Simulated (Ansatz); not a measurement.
Relaxation of CH6NOPSi (11 atoms, charge 0, multiplicity 1), to a largest force component of 0.02 eV/Å in at most 40 steps.

Computed with UKS PBE-D4/STO-3G in Ansatz 0.2.0.

```xyz
11
Properties=species:S:1:pos:R:3:forces:R:3
P -1.547 1.892 0.184 -5.56 6.60 -2.71
O -0.412 0.877 0.484 5.81 -4.15 3.50
Si -0.051 -0.014 -0.880 -0.02 4.96 -3.80
C 1.564 -1.547 -0.026 -4.07 0.82 3.55
N 0.147 -1.584 -0.477 1.49 -6.07 0.67
H -1.477 2.743 1.341 0.16 -0.41 0.27
H -2.660 1.184 0.672 -0.76 -0.48 0.70
H 1.018 0.659 -1.746 -0.52 -0.88 0.87
H 1.733 -0.988 0.925 0.45 -0.24 -0.12
H 2.251 -1.442 -0.769 2.96 0.22 -3.09
H -0.500 -1.837 0.312 0.06 -0.38 0.16
```

Task: Where does it end, and by what steps?

Result: It converged. The force dipped under the threshold on the way, but the program's further checks kept it going. Limits of this set-up: minimal basis. After 17 steps the energy has fallen by 4.117 eV; Si3 moved furthest, 0.53 Å. Joined: Si3–C4.

```tsv
step	energy less start (eV)	largest force component (eV/Å)	accepted
0	0.0000	6.599	yes
1	-1.5432	3.663	yes
2	-2.3848	1.779	yes
3	-2.7334	0.879	yes
4	-2.9732	1.729	yes
5	-3.2833	2.451	yes
6	-3.6367	1.685	yes
7	-3.8840	1.908	yes
8	-4.0685	0.735	yes
9	-4.0836	0.899	yes
10	-4.1103	0.224	yes
11	-4.1152	0.089	yes
12	-4.1163	0.048	yes
13	-4.1167	0.022	yes
14	-4.1169	0.016	yes
15	-4.1170	0.021	yes
16	-4.1171	0.026	yes
17	-4.1171	0.015	yes
```

```xyz
11
Properties=species:S:1:pos:R:3
P -1.713 1.884 0.060
O -0.322 0.976 0.689
Si 0.386 0.066 -0.598
C 1.528 -1.246 -0.043
N 0.161 -1.755 -0.693
H -1.523 2.983 0.960
H -2.666 1.295 0.960
H 0.559 0.736 -1.882
H 1.681 -1.464 1.029
H 2.401 -1.543 -0.650
H -0.425 -1.990 0.188
```

Time of the run: 43 s on 1 thread of Intel(R) Xeon(R) 6975P-C (Granite Rapids) (shared host), peak memory 0.21 GiB.
